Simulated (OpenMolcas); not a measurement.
## OpenMolcas run: Mg+

Input:

```
&GATEWAY
Coord
1

Mg 0.0 0.0 0.0
Basis=ANO-L-VDZP
Group=XYZ
NoMove
AngMom=0.0 0.0 0.0
AMFI
&SEWARD
* reference wave functions (RASSCF and RASSI steps not shown): 1 electron in 9 orbitals (RAS2 3s 3p; RAS3 3d, at most 1 electron)
>>> COPY JOB001 $Project.JobIph
&CASPT2
Multistate=1 1
Frozen=0 0
IPEA=0.35
Sig2=0.4
MaxIter=60
WThr=0.0 0.3 0.05
PrWF=0.5
NoMix
>>> COPY JOB002 $Project.JobIph
&CASPT2
XMultistate=3 1 2 3
Frozen=0 0
IPEA=0.35
Sig2=0.4
MaxIter=60
WThr=0.0 0.3 0.05
PrWF=0.5
NoMix
```

Launched by
```bash
OMP_NUM_THREADS=1 MOLCAS_MEM=2252 MOLCAS_PROJECT=a pymolcas a.inp > a.log  # once for each step of the input, in one work folder
```

Output, cut to the results:

```
--- CASPT2 ---
Orbital specifications:
      -----------------------

      Symmetry species                           1   2
                                                ag  au
      Frozen orbitals                            0   0
      Inactive orbitals                          2   3
      Active orbitals                            6   3
      Secondary orbitals                         1   3
      Deleted orbitals                           0   0
      Number of basis functions                  9   9
Type of calculation                        SS-CASPT2
      Fock operator                              state-specific
      IPEA shift                                 0.35
      Real shift                                 0.00
      Imaginary shift                            0.00
      Sigma^2 regularizer                        0.40
      The input orbitals will be transformed to quasi-canonical
Reference energy:        -199.3710944076
      E2 (Non-variational):      -0.0035212961
      Shift correction:          -0.0000000031
      E2 (Variational):          -0.0035212992
      Total energy:            -199.3746157069
      Residual norm:              0.0000003309
      Reference weight:           0.99927
      Contributions to the CASPT2 correlation energy
      Active & Virtual Only:         -0.0000000000
      One Inactive Excited:          -0.0007392006
      Two Inactive Excited:          -0.0027820955
::    CASPT2 Root  1     Total energy:   -199.37461571
--- CASPT2 ---
Orbital specifications:
      -----------------------

      Symmetry species                           1   2
                                                ag  au
      Frozen orbitals                            0   0
      Inactive orbitals                          2   3
      Active orbitals                            6   3
      Secondary orbitals                         1   3
      Deleted orbitals                           0   0
      Number of basis functions                  9   9
Type of calculation                        XMS-CASPT2
      Fock operator                              state-average
      IPEA shift                                 0.35
      Real shift                                 0.00
      Imaginary shift                            0.00
      Sigma^2 regularizer                        0.40
      The input orbitals will be transformed to quasi-canonical
      The input states will be rotated to diagonalize the Fock operator
Reference energy:        -199.2136074780
      E2 (Non-variational):      -0.0030465410
      Shift correction:          -0.0000000010
      E2 (Variational):          -0.0030465420
      Total energy:            -199.2166540199
      Residual norm:              0.0000001390
      Reference weight:           0.99942
      Contributions to the CASPT2 correlation energy
      Active & Virtual Only:          0.0000000000
      One Inactive Excited:          -0.0004021566
      Two Inactive Excited:          -0.0026443844
Reference energy:        -199.2136074780
      E2 (Non-variational):      -0.0030465517
      Shift correction:          -0.0000000010
      E2 (Variational):          -0.0030465528
      Total energy:            -199.2166540307
      Residual norm:              0.0000001390
      Reference weight:           0.99942
      Contributions to the CASPT2 correlation energy
      Active & Virtual Only:          0.0000000000
      One Inactive Excited:          -0.0004021673
      Two Inactive Excited:          -0.0026443844
::    XMS-CASPT2 Root  1     Total energy:   -199.21665435
::    XMS-CASPT2 Root  2     Total energy:   -199.21665403
::    XMS-CASPT2 Root  3     Total energy:   -199.21665402
```

In XMS-CASPT2 the single-state energies belong to rotated reference states; over a whole degenerate manifold the rotation is arbitrary, and only the multistate roots count.

Levels above the lowest, from the spin-orbit matrix with the multistate effective Hamiltonian, averaged by term, added to it:

| Configuration | Term | J | E (eV) | Measured (eV) | Term weight % |
| --- | --- | --- | --- | --- | --- |
| 3s | 2S | 1/2 | 0.0000 | 0.0000 | 100 |
| 3p | 2P* | 1/2 | 4.293 | 4.4224 | 100 |
| 3p | 2P* | 3/2 | 4.301 | 4.4338 | 100 |

Against the 2 measured excited levels shown (NIST Handbook of Basic Atomic Spectroscopic Data) the mean absolute deviation is 1100 cm-1; the largest miss in energy is 3p 2P* 3/2: computed 4.301, measured 4.4338 eV (-3.0 %).

With one active electron outside closed inactive shells, the extra shells (3d) add no correlation to the reference. ANO sets are built for ground and valence states and can reach diffuse excited orbitals poorly. With one active electron, CASPT2 adds the correlation within the correlated inactive shells and between them and that electron, and leaves the splitting within a term as the reference gives it. Computed and measured levels are paired by configuration, term and J; levels that our copy of the source lacks, or whose pairing is in doubt (as where it misses far off the trend of its configuration), stay unpaired and out of the deviations. Only configurations of the active space appear. The first state left out of the spin-orbit step lies near 81000 cm-1 above the lowest spin-free state of the reference (among the parities and spins computed), and the list stops at four fifths of that energy or lower.

The CASPT2 steps took 1.5 s on 1 thread of AMD EPYC 7R43 64-Core Processor (Zen 3), with other jobs on the host; the integral step is not counted.

The term weight is that of the spin-free term in the level, not the purity of its configuration. * marks odd parity.
